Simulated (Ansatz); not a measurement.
System: C₄H₅N, net charge 0, singlet state. SMILES: C(#N)CC=C
Geometry from a B3LYP-D3(BJ)/def2-TZVP (Ansatz, an electronic-structure program) optimisation:
```
C
C 1 1.3237
H 2 1.0818 1 121.31
H 2 1.0839 3 116.92 1 -179.95
H 1 1.0845 2 120.50 3 -0.64
C 1 1.5080 5 115.79 2 -179.68
H 6 1.0919 1 110.55 5 -178.15
H 6 1.0950 7 107.17 1 120.20
C 6 1.4621 7 108.75 8 116.05
N 9 1.1496 8 149.92 6 178.33
```
Charge 0, spin multiplicity 1.

Computed values are from Ansatz. Valence correlation only, unless marked. UHF or UKS for open shells. No spin-orbit coupling. No relativistic terms. Basis-set limits of correlation are two-point, X^-3; Hartree-Fock from the larger set. [CCSD(T)-MP2]/basis is that difference in the basis named.

Q: What is the dipole moment at CCSD(T)/aug-cc-pVDZ?

A: 3.88 D.

Q: What is the total energy at RI-MP2/CBS(aug-cc-pVTZ,aug-cc-pVQZ)+[CCSD(T)-MP2]/aug-cc-pVTZ?

A: -209.8770 Eh.

Q: What is the atomisation energy De at RI-MP2/CBS(aug-cc-pVTZ,aug-cc-pVQZ)+[CCSD(T)-MP2]/aug-cc-pVTZ?

A: 4408.2 kJ/mol.

Q: What is the T1 diagnostic at CCSD/aug-cc-pVTZ?

A: 0.012.
